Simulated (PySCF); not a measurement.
## Calculated data, CH10GeSi2, C2H8GeSi

Calculation on a computer-drawn molecule: the log of a Hartree-Fock and frozen-core CCSD(T) single point meant for a local Hartree-Fock minimum, with one planted fault or none, to be diagnosed. Offsets are logged minus clean, where the clean run is the same molecule without the fault. The reference is restricted for singlets and unrestricted otherwise, and also for a bond in bohr or an excited solution. Adding or removing an electron swaps singlet and doublet. The excited solution moves the top pair (singlet) or top alpha electron (doublet) to the lowest empty orbital. Highest occupied and lowest empty are orbital energies over both spins, largest force is the largest gradient component, triples share is (T) over the correlation energy, the T1 limit is 0.02 restricted and 0.045 unrestricted, electrons count all cores, a negative frequency is imaginary (commonest isotopes), and the dipole is about the centre of nuclear charge; on germanium a core potential holds 10 electrons, which the energies leave out, and 3d is frozen in MP2 and coupled-cluster steps. Program: PySCF 2.14.0.

Common to all runs: meant charge 0; meant multiplicity 1; meant basis cc-pV(D+d)Z; meant basis and core potential on germanium cc-pVDZ-PP ECP10MDF; logged SCF converged yes; logged spin squared 0; logged CC converged yes; logged SCF stable within its kind yes; possible faults no fault, one electron removed, one electron added, multiplicity raised by two, geometry at a saddle point, SCF held on an excited solution, minimal basis STO-3G, one bond length entered in bohr, all coordinates scaled.

(1) 
```xyz
14
formula=CH10GeSi2 logged_electrons=76 logged_basis_functions=133 logged_highest_occupied=-9.8693 logged_lowest_empty=2.7347 logged_largest_force=0.033309 logged_T1_diagnostic=0.011925 logged_D1_diagnostic=0.026986 logged_triples_share=0.028608 logged_dipole_magnitude=0.9523 logged_energy_HF=-914.91434 logged_energy_CCSD(T)=-915.47202
C     -0.4292    -0.5179    -2.6630
Si    -1.0523     0.1935    -0.9092
Si    -3.0293    -1.0756    -0.0767
Ge     0.8235     0.1232     0.7975
H      0.4726     0.0810    -3.0508
H     -0.1129    -1.6197    -2.5714
H     -1.2654    -0.4511    -3.4498
H     -1.4743     1.6912    -1.0774
H     -4.2001    -1.0123    -1.1087
H     -2.6542    -2.5751     0.1469
H     -3.5278    -0.4836     1.2785
H      0.3496     0.7482     2.2083
H      2.1024     0.9632     0.2789
H      1.3040    -1.3966     1.0623
```

Units: logged_highest_occupied, logged_lowest_empty in eV; logged_largest_force in hartree/bohr; logged_dipole_magnitude in debye; logged_energy_HF, logged_energy_CCSD(T) in hartree.

Drawn bonds:
| atom | other atom | order |
| --- | --- | --- |
| 1 | 2 | 1 |
| 2 | 3 | 1 |
| 2 | 4 | 1 |
| 1 | 5 | 1 |
| 1 | 6 | 1 |
| 1 | 7 | 1 |
| 2 | 8 | 1 |
| 3 | 9 | 1 |
| 3 | 10 | 1 |
| 3 | 11 | 1 |
| 4 | 12 | 1 |
| 4 | 13 | 1 |
| 4 | 14 | 1 |

(2) 
```xyz
12
formula=C2H8GeSi logged_electrons=66 logged_basis_functions=114 logged_highest_occupied=-8.4346 logged_lowest_empty=2.5667 logged_largest_force=2.067e-05 logged_lowest_frequency=105.95 logged_T1_diagnostic=0.01284 logged_D1_diagnostic=0.045448 logged_triples_share=0.032253 logged_dipole_magnitude=2.4816 logged_energy_HF=-662.65619 logged_energy_CCSD(T)=-663.21859
C     -2.7051    -0.3282    -0.1717
Si    -1.4278     0.5073    -1.2478
C     -0.1075     1.4394    -0.7382
Ge     0.4309     1.8866     1.0621
H     -2.5143    -0.1519     0.8872
H     -2.7031    -1.4064    -0.3538
H     -3.7039     0.0444    -0.4152
H     -1.6729     0.2773    -2.6857
H      0.5268     1.8436    -1.5246
H     -0.5347     1.2638     2.0824
H      0.4401     3.4078     1.2830
H      1.8455     1.3695     1.3689
```

Units: logged_highest_occupied, logged_lowest_empty in eV; logged_largest_force in hartree/bohr; logged_lowest_frequency in cm⁻¹; logged_dipole_magnitude in debye; logged_energy_HF, logged_energy_CCSD(T) in hartree.

Drawn bonds:
| atom | other atom | order |
| --- | --- | --- |
| 1 | 2 | 1 |
| 2 | 3 | 2 |
| 3 | 4 | 1 |
| 1 | 5 | 1 |
| 1 | 6 | 1 |
| 1 | 7 | 1 |
| 2 | 8 | 1 |
| 3 | 9 | 1 |
| 4 | 10 | 1 |
| 4 | 11 | 1 |
| 4 | 12 | 1 |

**Q.** Which fault was planted in the run of CH10GeSi2 (entry 1)?
**A.** all coordinates scaled, by +5.2 %

**Q.** C2H8GeSi (entry 2): planted fault?
**A.** no fault

Further results for CH10GeSi2 (entry 1):

* HF energy offset from clean run: 17.7 kcal/mol
* CCSD(T) energy offset from clean run: 13.35 kcal/mol

Further results for C2H8GeSi (entry 2):

- HF energy offset from clean run: 0 kcal/mol
- CCSD(T) energy offset from clean run: 0 kcal/mol
